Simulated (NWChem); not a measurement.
System: CH$_{5}$BClN; SMILES B(Cl)NC

All runs: NWChem. Pople sets run with spherical d functions. B3LYP is NWChem's, with the RPA form of VWN correlation. Each level has its own optimisation; frequencies are unscaled. One conformer.

| level | r B–Cl (Å) | r B–H (Å) | r B–N (Å) | r C–N (Å) | highest harmonic frequency (cm⁻¹) | lowest (cm⁻¹) | zero-point energy (kcal/mol) | dipole (D) |
|---|---|---|---|---|---|---|---|---|
| B3LYP/6-31G* | 1.790 | 1.190 | 1.387 | 1.457 | 3571 | 165 | 43.9 | 3.20 |
| B3LYP/3-21G | 1.832 | 1.186 | 1.392 | 1.483 | 3490 | 174 | 43.9 | 4.07 |
| PBE-D3(BJ)/def2-SVP | 1.782 | 1.213 | 1.396 | 1.451 | 3501 | 164 | 42.4 | 2.84 |
